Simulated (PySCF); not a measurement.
## PBE on Nb²⁺ (niobium, charge +2)

Configuration: [Kr] 4d2 5s1, 5s spin antiparallel (an excited configuration). Calculation: PySCF 2.14, in aug-cc-pwCVTZ-PP with ECP28MDF (8s8p7d4f3g, 122 functions); scalar relativity through the core potential.

| Property | Result |
| --- | --- |
| Total energy | -55.7196 hartree |
| One-electron energy | -86.7584 hartree |
| Hartree (Coulomb) energy | 37.1641 hartree |
| Exchange-correlation energy | -6.1253 hartree |
| ⟨S²⟩ | 1.7508 |
| ⟨L²⟩ | 12.010 |
| Sum of ⟨r⟩ | 16.72 bohr |
| Sum of ⟨r²⟩ | 31.84 bohr² |

```json
{"shell": "4s α", "electrons": "1", "mean orbital energy (eV)": "-80.177", "rms radius, mean of both spins (bohr)": "1.23"}
{"shell": "4s β", "electrons": "1", "mean orbital energy (eV)": "-79.064", "rms radius, mean of both spins (bohr)": "1.23"}
{"shell": "4p α", "electrons": "3", "mean orbital energy (eV)": "-55.849", "rms radius, mean of both spins (bohr)": "1.38"}
{"shell": "4p β", "electrons": "3", "mean orbital energy (eV)": "-54.648", "rms radius, mean of both spins (bohr)": "1.38"}
{"shell": "4d α", "electrons": "2", "mean orbital energy (eV)": "-22.535", "rms radius, mean of both spins (bohr)": "1.92"}
{"shell": "5s β", "electrons": "1", "mean orbital energy (eV)": "-18.400", "rms radius, mean of both spins (bohr)": "3.17"}
```

Energies and moments cover only the electrons outside the core potential. With the s spin flipped the determinant is a mixture of two multiplicities, not a spectroscopic state.
